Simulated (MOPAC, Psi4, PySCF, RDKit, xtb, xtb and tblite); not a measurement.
Two geometries of SMILES c1ccc(C(=O)O)cc1 (C7H6O2), relaxed at GFN2-xTB with one dihedral held; other torsions can differ between them too.

Structure A

```
15

O      2.8233     0.7774    -0.1049
C      2.0821    -0.1645    -0.0571
O      2.5728    -1.4253    -0.0054
C      0.5988    -0.0363    -0.0118
C      0.0596     1.2015     0.3329
C     -1.3101     1.3744     0.3827
C     -2.1527     0.3172     0.0765
C     -1.6234    -0.9115    -0.2840
C     -0.2529    -1.0935    -0.3257
H      1.9878    -2.0252     0.4730
H      0.7363     2.0110     0.5603
H     -1.7233     2.3334     0.6564
H     -3.2235     0.4515     0.1121
H     -2.2807    -1.7306    -0.5354
H      0.1458    -2.0505    -0.6346
```

Structure B

```
15

O      2.8433     0.7950     0.2260
C      2.0789    -0.1120     0.0056
O      2.5150    -1.3526    -0.2712
C      0.6054     0.0087     0.0086
C      0.0430     1.2534     0.2853
C     -1.3300     1.4039     0.2969
C     -2.1475     0.3156     0.0330
C     -1.5915    -0.9239    -0.2427
C     -0.2184    -1.0825    -0.2561
H      3.4845    -1.3654    -0.2580
H      0.7013     2.0847     0.4876
H     -1.7660     2.3682     0.5112
H     -3.2211     0.4337     0.0420
H     -2.2323    -1.7686    -0.4477
H      0.2234    -2.0432    -0.4696
```

**Question.** Which is lower in energy at the level PBE0-D3(BJ)/def2-SVP // GFN2-xTB run with Psi4, and by how much?

**Answer.** B is lower, by 7.75 kcal/mol (dihedral O1–C2–O3–H10: 150° in A, 0° in B).

E(B) − E(A) in kcal/mol at the other levels, on the same two geometries: GFN2-xTB (xtb and tblite) -8.20; MMFF94 // GFN2-xTB (RDKit) -11.30; PBE0/def2-SVP // GFN2-xTB (Psi4) -7.88; PBE/def2-SVP // GFN2-xTB (Psi4) -7.47; PBE-D3(BJ)/def2-SVP // GFN2-xTB (Psi4) -7.32; UFF // GFN2-xTB (RDKit) -1.87; PM3, restricted, heats of formation // GFN2-xTB (MOPAC) -4.37; PM6, restricted, heats of formation // GFN2-xTB (MOPAC) -7.28; GFN1-xTB // GFN2-xTB (xtb) -9.33; restricted B3LYP/6-31G*, spherical d, density fitting // GFN2-xTB (PySCF) -8.04; restricted B3LYP/3-21G, density fitting // GFN2-xTB (PySCF) -9.52; restricted Hartree-Fock/3-21G, density fitting // GFN2-xTB (PySCF) -10.61; restricted Hartree-Fock/STO-3G // GFN2-xTB (PySCF) -7.61.
